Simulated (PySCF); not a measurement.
CdI, SMILES [Cd+][I], charge +1.

The structure is a stationary point at r2SCAN-D4/def2-TZVP. The spin state was assumed, not searched. The def2 effective core potentials stand for the cores of Cd, I; spin–orbit coupling is left out.

Two levels are set side by side: PBE/def2-TZVPD (PySCF) and PBE0/def2-TZVPD (PySCF). Same geometry, gas phase. Differences are taken from unrounded values.

```tsv
quantity	PBE0
orbital gap (eV)	2.78
highest occupied level (eV)	-12.87
lowest empty level (eV)	-10.09
mean polarisability (bohr³)	57.3
```

Question: What does PBE give, and how far is it from PBE0? (Estimate from the structure and the level; the computed values follow.)

Answer: 
```json
[
 {"quantity": "orbital gap (eV)", "PBE": "0.98", "PBE minus PBE0": "-1.80"},
 {"quantity": "highest occupied level (eV)", "PBE": "-11.90", "PBE minus PBE0": "0.97"},
 {"quantity": "lowest empty level (eV)", "PBE": "-10.92", "PBE minus PBE0": "-0.83"},
 {"quantity": "mean polarisability (bohr³)", "PBE": "57.9", "PBE minus PBE0": "0.6"}
]
```

PBE's occupied levels lie high since its potential decays too fast outside the molecule; exact exchange lowers them and widens the gap. Differences between two approximate levels are no errors against the true value.

Rough cost on one machine, each run with all the roots and properties that it gave: PBE0 against PBE within a factor of 2.
